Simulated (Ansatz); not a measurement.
Input file for Ansatz (an electronic-structure program): R-wB97M-V/def2-TZVPP on CH7GeN (SMILES [CH3][GeH2][NH2]), a point of a torsion scan.

Ansatz 0.2 input:
```yaml
crystal:
  periodic: [false, false, false]
  atoms:
    - {symbol: C, position_ang: [1.28648324, 0.48855803, 0.02362440]}
    - {symbol: Ge, position_ang: [-0.16816032, -0.82840035, -0.01750546]}
    - {symbol: N, position_ang: [-1.74210281, 0.09367834, 0.06992298]}
    - {symbol: H, position_ang: [2.26039207, 0.01626834, -0.06731942]}
    - {symbol: H, position_ang: [1.16575769, 1.18999501, -0.79737521]}
    - {symbol: H, position_ang: [1.26992448, 1.05419844, 0.95191272]}
    - {symbol: H, position_ang: [-0.02937234, -1.85575746, 1.08697521]}
    - {symbol: H, position_ang: [-0.20568981, -1.57430666, -1.32253716]}
    - {symbol: H, position_ang: [-2.09838727, 0.26694218, 1.00002557]}
    - {symbol: H, position_ang: [-2.49982669, -0.30924504, -0.46451244]}
basis:
  gaussian:
    orbitals: def2-TZVPP
hamiltonian:
  xc: {name: wB97M-V}
scf: {lower_state_search: off}
```

Program output:

```
WARN ansatz: RAYON_NUM_THREADS=1 ignored (pool sized by the plan → 1); use --threads N
Functional definition: wB97M-V
these checks for a lower state are left out or cut short: stability, starts, cluster_reference, orbital_swaps, neighbouring_geometries, increment
integrals: 0.16 GiB planned
1134 factors; their error is unknown
integrals: 0.19 GiB planned
277 factors; integrals over basis functions are off by at most 8.3e-6 eV
mean field: 1.34 GiB planned
mean field evaluation 1: about -59149.2889 eV, gradient 6.0e1 eV
mean field evaluation 2: about -59149.7852 eV, gradient 5.8e1 eV
mean field evaluation 4: about -59155.9766 eV, gradient 1.9e0 eV
mean field evaluation 8: about -59155.9910 eV, gradient 6.0e-2 eV
mean field evaluation 16: about -59156.1423 eV, gradient 4.2e-5 eV
mean field -59156.14234197 eV, -2173.9481335939 hartree, gradient 3.4e-6 eV, S^2 0.000000; 0 other end points of the search recorded, 0 dependent functions left out
reference -59156.14238873 eV, -2173.9481353125 hartree; 26, 26 occupied and 182, 182 virtual orbitals, 1134 factors
Total energy: -59156.14238873 eV, -2173.9481353125 hartree
Checks for a lower state left out: stability, starts, cluster_reference, orbital_swaps, neighbouring_geometries, increment
```

The run converged.

Cost: around 8 core-seconds (rough).
